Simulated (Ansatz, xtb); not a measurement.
Energy difference R1 + 3 R2 → P1, each structure at its B3LYP-D3(BJ)/def2-SVP stationary point, reached from a drawn start (curvature not checked).
R1, C6H6 (SMILES c1ccccc1) (charge 0, multiplicity 1):
```xyz
12

C     -0.7994     1.1468     0.0333
C     -1.3922    -0.1163    -0.0580
C     -0.5928    -1.2631    -0.0913
C      0.7994    -1.1468    -0.0333
C      1.3922     0.1163     0.0580
C      0.5928     1.2631     0.0913
H     -1.4241     2.0431     0.0593
H     -2.4804    -0.2072    -0.1034
H     -1.0562    -2.2503    -0.1627
H      1.4241    -2.0431    -0.0593
H      2.4804     0.2072     0.1034
H      1.0562     2.2503     0.1627
```
P1, C6H12 (SMILES C1CCCCC1) (charge 0, multiplicity 1, Z-matrix in Å and degrees):
```
C
H 1 1.1028
H 1 1.1059 2 106.38
C 1 1.5334 2 110.38 3 -118.16
H 4 1.1028 1 110.38 2 59.16
H 4 1.1059 5 106.37 1 118.17
C 4 1.5334 5 110.38 6 118.17
H 7 1.1028 4 110.38 5 -59.16
H 7 1.1059 8 106.38 4 -118.16
C 1 1.5334 2 110.38 3 118.16
H 10 1.1028 1 110.38 2 -59.15
H 10 1.1059 11 106.38 1 -118.16
C 10 1.5334 11 110.38 12 -118.16
H 13 1.1028 10 110.38 11 59.16
H 13 1.1059 14 106.37 10 118.17
C 13 1.5334 14 110.38 15 118.17
H 16 1.1028 13 110.38 14 -59.16
H 16 1.1059 17 106.38 7 118.16
```
R2: H2 (SMILES [H][H]), charge 0, multiplicity 1.

P less R. No zero-point or thermal terms.

Programs: Ansatz (Gaussian orbitals); xtb for the GFN methods. Each number belongs to the level named beside it.

Question: Give the reaction energy at the level SVWN5/def2-TZVPP.

Answer: -3.78 eV

Question: Estimate the reaction energy that wB97M-V/def2-TZVPP returns for this input.

Answer: -3.13 eV

Question: Estimate the reaction energy that GFN2-xTB returns for this input.

Answer: -4.33 eV

Ansatz is a quantum-chemistry and plane-wave program.
